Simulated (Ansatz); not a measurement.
Geometry optimisation, Ansatz 0.2.0, RKS PBE-D4/cc-pVDZ.

Input:

```yaml
crystal:
  periodic: [false, false, false]
  atoms:
    - { symbol: Al, position_ang: [0.054269, -0.272492, 0.045216] }
    - { symbol: O, position_ang: [-0.066921, -0.640442, 1.771422] }
    - { symbol: H, position_ang: [-0.944847, -0.83089, 2.148233] }
    - { symbol: O, position_ang: [1.636695, -0.236328, -0.673287] }
    - { symbol: H, position_ang: [2.38177, -0.443624, -0.081257] }
    - { symbol: O, position_ang: [-1.271428, -0.001763, -1.048728] }
    - { symbol: H, position_ang: [-2.170957, 0.074501, -0.687144] }
    - { symbol: P, position_ang: [0.172571, 2.904822, 1.446576] }
    - { symbol: H, position_ang: [1.421019, 2.600364, 0.783862] }
    - { symbol: H, position_ang: [-0.597856, 2.592606, 0.257466] }
    - { symbol: H, position_ang: [0.044685, 1.566046, 1.947841] }
basis:
  gaussian: { orbitals: cc-pVDZ }
hamiltonian:
  xc: pbe
  dispersion: d4
relax:
  f_tol: 0.03
  max_steps: 50
```

Command:

```bash
$ ansatz run input.yaml --threads 2 --pin off --max-ram 3072MiB --backend cpu --events-out ev --progress --plain --runs-dir out
```

Question: Where does it end, and by what steps?

Answer: The forces met the threshold. After 8 steps the energy has fallen by 0.068 eV; H9 moved furthest, 0.47 Å.

| step | energy less start (eV) | largest force component (eV/Å) | accepted |
| --- | --- | --- | --- |
| 0 | 0.0000 | 0.370 | yes |
| 1 | -0.0277 | 0.634 | yes |
| 2 | -0.0424 | 0.469 | yes |
| 3 | -0.0587 | 0.126 | yes |
| 4 | -0.0638 | 0.099 | yes |
| 5 | -0.0651 | 0.118 | yes |
| 6 | -0.0662 | 0.033 | yes |
| 7 | -0.0677 | 0.068 | yes |
| 8 | -0.0679 | 0.005 | yes |

```xyz
11
Properties=species:S:1:pos:R:3
Al 0.073 -0.149 0.137
O -0.079 -0.851 1.732
H -0.961 -1.016 2.108
O 1.672 -0.040 -0.553
H 2.398 -0.353 0.016
O -1.223 0.243 -0.967
H -2.142 0.167 -0.659
P 0.268 2.893 1.228
H 1.336 2.217 0.520
H -0.717 2.452 0.261
H 0.035 1.749 2.088
```

Whether the end is a true minimum wasn't checked by a vibrational analysis.

Run time: 23 s on 2 threads of Arm Neoverse V2, on a shared host, peak memory 0.15 GiB.
